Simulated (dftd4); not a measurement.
I$_{4}$Ta (SMILES [I][Ta+]([I])([I])[I]), charge +1, singlet, at a GFN2-xTB geometry (such geometries of metal compounds can be far from the true shape) (the multiplicity is a formal guess); D4 for r2scan run with dftd4.

Here is a job for dftd4.
```
$ dftd4 mol.xyz --func r2scan --charge 1 --json dftd4.json --noedisp --property

# file mol.xyz
5

Ta    -0.00000000     0.00000000     0.00000000
I      2.11003522    -0.60975355    -1.50846892
I      0.78869445     0.38742437     2.51543036
I     -1.14079482     2.22296751    -0.92548858
I     -1.75793485    -2.00063833    -0.08147287
```

Task: Write the output that dftd4 gives for this input, abridged.

Result: 
```
                    ____  _____ _____     ____  _  _
      -------------|  _ \|  ___|_   _|---|  _ \| || |------------
     |             | | | | |_    | | ___ | | | | || |_           |
     |             | |_| |  _|   | ||___|| |_| |__   _|          |
     |             |____/|_|     |_|     |____/   |_|            |
     |             ===================================           |
     |            E. Caldeweyher, S. Ehlert & S. Grimme          |
     |          Mulliken Center for Theoretical Chemistry        |
     |                    University of Bonn                     |
      -----------------------------------------------------------

Rational (Becke-Johnson) damping: r2scan-D4-ATM
---------------------
  s6         1.0000
  s8         0.6019
  s9         1.0000
  a1         0.5156
  a2         5.7734
 alp        16.0000
--------------------

Atomic data, radii in Ångström:
------------------------------------------------------
   Z          R(cov)      r4/r2   hardness         EN
------------------------------------------------------
  73 Ta       1.7467     4.0776     0.3639     1.5000
  53 I        1.7600     2.9281     0.4104     2.6600
------------------------------------------------------

Atomic reference systems (in atomic units):
----------------------------------------------------------------------------
   Z        #      CN     q+Z       C6(AA)   #      CN     q+Z       C6(AA)
----------------------------------------------------------------------------
  73 Ta     1  0.0000 13.0000    1190.3266   2  1.7167 13.2352     601.9649
            3  2.5570 13.3098     387.5054   4  3.9630 14.0930     136.1243
  53 I      1  0.0000 25.0000     353.7504   2  0.9124 24.8626     380.6589
----------------------------------------------------------------------------

Atomic properties (in atomic units):
----------------------------------------------------------------------------
     #    Z              CN          q      C6(AA)        C8(AA)   alpha(0)
----------------------------------------------------------------------------
     1   73 Ta       3.2618     0.8143    224.6819    40022.2171    28.2076
     2   53 I        0.8335     0.0464    366.8350    33693.6128    33.0844
     3   53 I        0.8335     0.0464    366.8350    33693.6128    33.0844
     4   53 I        0.8335     0.0464    366.8350    33693.6128    33.0844
     5   53 I        0.8335     0.0464    366.8350    33693.6128    33.0844
----------------------------------------------------------------------------

Molecular properties (in atomic units):
----------------------------------------
 molecular C6                8387.7299
 molecular C8              872505.9970
----------------------------------------

Dispersion energy:      -2.5671041214796E-03 Eh

[Info] JSON dump of results written to 'dftd4.json'
```
